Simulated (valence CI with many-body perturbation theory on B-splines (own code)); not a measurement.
# E1 line list for Pt⁴⁵⁺

Method: valence CI with perturbative core correlation (CI+MBPT): five valence electrons over a frozen Dirac-Fock core [Ar] 3d10, radial functions for each j: 11 s, 11 p, 10 d, 8 f, 5 g, 2 h, with the one-electron correlation potential Σ1 (screened to all orders), the two-electron term Σ2, the three-electron term Σ3, Breit, model QED; selected single and double excitations, second order for the rest, scaled by the run's own slope (own B-spline code, finite nucleus).

The last digits are not significant, and no measured levels were compared; by estimate large intervals hold to a few tenths of a per cent, small ones and those within an open d or f shell to about a per cent. Among the levels kept, up to 2200 cm⁻¹ of a level comes from second order outside the variational space, and about a tenth of that is noise between levels of different J, which matters for small intervals.

Lines 151 to 200 of 562 in falling wavelength, among levels below 5185.0 × 10³ cm⁻¹, chosen from the strongest by gf and those to the six lowest levels. Wavelengths and rates use the calculated energies. Electric multipoles are in the length gauge with retardation, E1 and E2 with the static RPA response of the core. Weak lines are less certain than strong ones. Lines between different terms over intervals too small for the method are left out, as are lines whose strength nearly cancels. Where a level lies close to another of its J and parity, the split of strength between their lines is uncertain. The highest levels of a list are the least certain.

Levels are named by their leading jj configuration (3d3/2^4 stands for four electrons in 3d with j = 3/2), which in mixed levels can hold well under half, so a name can repeat and another be missing. Letters in brackets count levels of one name in rising energy.

```csv
λ vac (Å),Upper,Lower,A (s⁻¹),S (a.u.)
60.88,(4s 4p1/2 4p3/2^2 4d5/2) J=3/2 [b],(4s 4p1/2 4p3/2^3) J=5/2,7.47e+10,3.33e-02
60.85,(4s^2 4p1/2 4p3/2 4f7/2) J=9/2 [c],(4s^2 4p1/2 4p3/2 4d5/2) J=7/2 [b],2.81e+11,3.12e-01
60.72,(4s 4p1/2^2 4d5/2^2) J=9/2,(4s 4p1/2^2 4p3/2 4d5/2) J=9/2,9.95e+10,1.10e-01
60.70,(4s 4p1/2^2 4p3/2 4f7/2) J=9/2 [b],(4s 4p1/2^2 4p3/2 4d5/2) J=7/2 [a],2.76e+11,3.05e-01
60.65,(4s 4p1/2 4p3/2^2 4d5/2) J=9/2 [a],(4s^2 4p1/2 4p3/2 4d5/2) J=7/2 [b],1.28e+11,1.41e-01
60.62,(4s 4p1/2 4p3/2^2 4d3/2) J=7/2 [a],(4s^2 4p1/2 4p3/2 4d5/2) J=5/2 [a],8.47e+10,7.45e-02
60.62,(4s^2 4p1/2 4p3/2 4d5/2) J=3/2 [b],(4s^2 4p1/2 4p3/2^2) J=1/2,2.84e+11,1.25e-01
60.61,(4s^2 4p1/2 4p3/2 4f7/2) J=5/2 [b],(4s^2 4p1/2 4p3/2 4d5/2) J=5/2 [a],3.10e+11,2.04e-01
60.60,(4s^2 4p3/2 4d3/2 4d5/2) J=7/2 [c],(4s^2 4p3/2^2 4d3/2) J=5/2,9.93e+10,8.72e-02
60.53,(4s^2 4p1/2 4p3/2 4f7/2) J=9/2 [b],(4s^2 4p1/2 4p3/2 4d5/2) J=7/2 [a],5.75e+10,6.29e-02
60.51,(4s 4p1/2^2 4p3/2 4f7/2) J=11/2,(4s 4p1/2^2 4p3/2 4d5/2) J=9/2,2.34e+11,3.07e-01
60.45,(4s 4p1/2 4p3/2^2 4d5/2) J=1/2 [c],(4s 4p1/2 4p3/2^3) J=3/2 [b],1.98e+11,4.31e-02
60.42,(4s 4p1/2 4p3/2^2 4d3/2) J=7/2 [b],(4s^2 4p1/2 4p3/2 4d5/2) J=5/2 [b],5.02e+10,4.38e-02
60.38,(4s 4p1/2^2 4d3/2 4d5/2) J=3/2 [a],(4s 4p1/2^2 4p3/2 4d3/2) J=1/2 [a],1.93e+11,8.39e-02
60.35,(4s 4p1/2 4p3/2^2 4d5/2) J=3/2 [d],(4s 4p1/2 4p3/2^3) J=3/2 [b],3.29e+11,1.43e-01
60.35,(4s^2 4p1/2 4p3/2 4f5/2) J=5/2 [b],(4s^2 4p1/2 4p3/2 4d3/2) J=3/2 [b],8.21e+10,5.34e-02
60.34,(4s 4p1/2^2 4d3/2 4d5/2) J=3/2 [a],(4s 4p1/2^2 4p3/2 4d3/2) J=3/2 [a],8.95e+10,3.88e-02
60.23,(4s 4p1/2^2 4p3/2 4d5/2) J=3/2 [b],(4s 4p1/2^2 4p3/2^2) J=1/2,2.68e+11,1.16e-01
60.22,(4s^2 4p1/2 4p3/2 4d5/2) J=1/2,(4s^2 4p1/2 4p3/2^2) J=1/2,3.78e+11,8.16e-02
60.19,(4s 4p1/2 4p3/2^2 4d5/2) J=1/2 [c],(4s 4p1/2 4p3/2^3) J=1/2,2.99e+11,6.43e-02
60.13,(4s 4p1/2 4p3/2^2 4d5/2) J=5/2 [b],(4s 4p1/2 4p3/2^3) J=3/2 [a],3.87e+10,2.49e-02
60.13,(4s^2 4p1/2 4d5/2^2) J=3/2,(4s^2 4p1/2 4p3/2 4d5/2) J=3/2 [a],3.67e+11,1.57e-01
60.09,(4s^2 4p1/2 4d5/2^2) J=7/2 [a],(4s^2 4p1/2 4p3/2 4d3/2) J=5/2 [b],5.20e+10,4.46e-02
60.07,(4s 4p1/2^2 4p3/2 4d5/2) J=5/2 [b],(4s 4p1/2^2 4p3/2^2) J=3/2,5.49e+11,3.52e-01
60.03,(4s 4p1/2 4p3/2^2 4d5/2) J=5/2 [c],(4s 4p1/2 4p3/2^3) J=5/2,2.01e+11,1.29e-01
60.02,(4s^2 4p3/2^2 4f5/2) J=5/2,(4s^2 4p3/2^2 4d3/2) J=5/2,9.58e+10,6.13e-02
60.00,(4s 4p1/2^2 4d3/2 4d5/2) J=9/2,(4s 4p1/2^2 4p3/2 4d3/2) J=7/2,5.03e+10,5.36e-02
59.98,(4s 4p1/2 4p3/2^2 4d3/2) J=5/2 [d],(4s^2 4p1/2 4p3/2 4d5/2) J=3/2 [b],5.22e+10,3.34e-02
59.97,(4s 4p1/2^2 4p3/2 4d5/2) J=7/2 [a],(4s 4p1/2^2 4p3/2^2) J=5/2,2.64e+11,2.25e-01
59.89,(4s 4p1/2 4p3/2^2 4d5/2) J=5/2 [d],(4s 4p1/2 4p3/2^3) J=5/2,4.05e+10,2.58e-02
59.80,(4s 4p1/2^2 4p3/2 4d3/2) J=3/2 [b],(4s^2 4p1/2^2 4d5/2) J=5/2,7.77e+09,3.28e-03
59.78,(4s 4p1/2^2 4d5/2^2) J=5/2,(4s 4p1/2^2 4p3/2 4d5/2) J=5/2 [a],2.46e+11,1.55e-01
59.70,(4s 4p1/2^2 4p3/2 4f7/2) J=7/2 [b],(4s 4p1/2^2 4p3/2 4d5/2) J=5/2 [a],1.20e+11,1.01e-01
59.65,(4s 4p1/2 4p3/2^2 4d3/2) J=5/2 [e],(4s^2 4p1/2 4p3/2 4d5/2) J=3/2 [b],8.16e+10,5.13e-02
59.22,(4s^2 4p1/2 4p3/2 4d5/2) J=5/2 [b],(4s^2 4p1/2 4p3/2^2) J=5/2,9.12e+10,5.61e-02
59.20,(4s^2 4p1/2 4p3/2 4d5/2) J=7/2 [b],(4s^2 4p1/2 4p3/2^2) J=5/2,6.01e+11,4.92e-01
58.78,(4s^2 4p3/2 4d3/2 4d5/2) J=5/2 [c],(4s^2 4p3/2^2 4d3/2) J=5/2,4.18e+10,2.51e-02
58.72,(4s 4p1/2 4p3/2^2 4d5/2) J=5/2 [f],(4s 4p1/2 4p3/2^3) J=3/2 [b],8.15e+11,4.89e-01
58.56,(4s^2 4p1/2 4d5/2^2) J=7/2 [b],(4s^2 4p1/2 4p3/2 4d5/2) J=5/2 [b],5.87e+11,4.66e-01
58.54,(4s^2 4p3/2 4d3/2 4d5/2) J=5/2 [c],(4s^2 4p3/2^2 4d3/2) J=3/2 [a],1.45e+11,8.60e-02
58.53,(4s^2 4p3/2 4d5/2^2) J=7/2,(4s^2 4p3/2^2 4d3/2) J=7/2,3.42e+10,2.71e-02
58.49,(4s^2 4p1/2 4p3/2 4d5/2) J=3/2 [b],(4s^2 4p1/2 4p3/2^2) J=5/2,9.07e+10,3.58e-02
58.47,(4s 4p1/2 4p3/2^2 4d5/2) J=3/2 [b],(4s 4p1/2 4p3/2^3) J=3/2 [a],5.94e+11,2.34e-01
58.25,(4s^2 4p3/2^2 4d5/2) J=3/2,(4s^2 4p3/2^3) J=3/2,8.21e+11,3.20e-01
58.21,(4s 4p1/2^2 4d3/2 4d5/2) J=5/2 [b],(4s 4p1/2^2 4p3/2 4d3/2) J=5/2 [a],8.74e+10,5.11e-02
58.19,(4s 4p1/2 4p3/2^2 4d5/2) J=7/2 [e],(4s 4p1/2 4p3/2^3) J=5/2,7.52e+11,5.85e-01
58.18,(4s^2 4p3/2 4d3/2 4d5/2) J=3/2 [b],(4s^2 4p3/2^2 4d3/2) J=1/2,2.49e+11,9.69e-02
58.09,(4s^2 4p3/2 4d3/2 4d5/2) J=5/2 [d],(4s^2 4p3/2^2 4d3/2) J=5/2,1.33e+11,7.73e-02
57.98,(4s^2 4p3/2 4d5/2^2) J=7/2,(4s^2 4p3/2^2 4d3/2) J=5/2,1.09e+11,8.37e-02
57.96,(4s 4p1/2 4p3/2^2 4d5/2) J=5/2 [e],(4s 4p1/2 4p3/2^3) J=5/2,6.40e+11,3.69e-01
```
